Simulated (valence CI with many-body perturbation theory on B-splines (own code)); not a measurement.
# Cd XXXV: E2, M1 decay

Level of theory: configuration interaction combined with many-body perturbation theory (CI+MBPT): four valence electrons over a frozen Dirac-Fock core [Ne], radial functions for each j: 11 s, 11 p, 9 d, 7 f, 5 g, 2 h, 1 i, with the one-electron correlation potential Σ1 (screened to all orders), the two-electron term Σ2, the three-electron term Σ3, Breit, model QED; selected single and double excitations, second order for the rest (own B-spline code, finite nucleus).

The last digits are not significant, and no measured levels were compared; by estimate large intervals hold to a few tenths of a per cent, small ones and those within an open d or f shell to about a per cent.

Lines 1 to 8 of 8 in falling wavelength, among levels below 2833800 cm⁻¹, chosen from the decays that carry over 1 % of a level's rate. Wavelengths and rates use the calculated energies. Electric multipoles are in the length gauge, E1 and E2 with the static RPA response of the core. S is in atomic units (e²a₀⁴ for E2 and M2, e²a₀⁶ for E3), for M1 in squared Bohr magnetons. Weak lines are less certain than strong ones. Lines between different terms over intervals too small for the method are left out, as are lines whose strength nearly cancels.

Levels are named by their leading jj configuration (3d3/2^4 stands for four electrons in 3d with j = 3/2), which in mixed levels can hold well under half, so a name can repeat and another be missing.

| λ vac (Å) | Upper | Lower | Type | A (s⁻¹) | S (a.u.) |
| --- | --- | --- | --- | --- | --- |
| 2289 | (3s^2 3p1/2 3p3/2) J=2 | (3s^2 3p1/2 3p3/2) J=1 | M1 | 4.82e+02 | 1.07e+00 |
| 355.2 | (3s^2 3p3/2 3d5/2) J=4 | (3s^2 3p1/2 3d5/2) J=3 | M1 | 3.20e+05 | 4.78e+00 |
| 305.5 | (3s^2 3p1/2 3p3/2) J=1 | (3s^2 3p1/2^2) J=0 | M1 | 4.76e+05 | 1.51e+00 |
| 278.5 | (3s^2 3p3/2^2) J=2 | (3s^2 3p1/2 3p3/2) J=2 | M1 | 4.57e+05 | 1.83e+00 |
| 269.5 | (3s^2 3p1/2 3p3/2) J=2 | (3s^2 3p1/2^2) J=0 | E2 | 1.22e+03 | 7.75e-03 |
| 248.3 | (3s^2 3p3/2^2) J=2 | (3s^2 3p1/2 3p3/2) J=1 | M1 | 5.04e+05 | 1.43e+00 |
| 227.8 | (3s^2 3p3/2 3d5/2) J=4 | (3s 3p1/2 3p3/2^2) J=3 | M1 | 8.98e+04 | 3.54e-01 |
| 199.7 | (3s^2 3p3/2^2) J=0 | (3s^2 3p1/2 3p3/2) J=1 | M1 | 1.64e+06 | 4.84e-01 |
